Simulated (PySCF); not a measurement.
# Dipole response of Al- (aluminium, charge -1)

[Ne] 3s2 3p2, high-spin 3P determinant. Computed with PySCF 2.14 in aug-cc-pV(5+d)Z (8s7p6d4f3g2h, 136 functions), with the non-relativistic Hamiltonian (point nucleus). Coupled (time-dependent) response in atomic units; α is the mean over directions.

| method | mean α (bohr³) | α xx, yy, zz | C₆ (like pair) | S(−4) |
| --- | --- | --- | --- | --- |
| wB97M-V | 445.2 | 230.0, 552.9, 552.9 | 8713 | 214800 |

S(−4) is the Cauchy moment in α(ω) = α(0) + S(−4) ω² + …

α(iu) at wB97M-V:

```
u (hartree)  α(iu) (bohr³)
          0          445.2
     0.0500          245.8
      0.100          129.9
      0.200          53.47
      0.300          29.24
      0.500          12.65
      0.750          6.241
       1.00          3.753
       1.50          1.853
       2.00          1.145
       3.00         0.6007
       5.00         0.2746
```

For an ion, C₆ is the dispersion term alone; charge-induced terms of lower order in 1/R come first.

The components differ because the open shell of this determinant is not spherical; for a pure term their mean is the scalar polarisability.
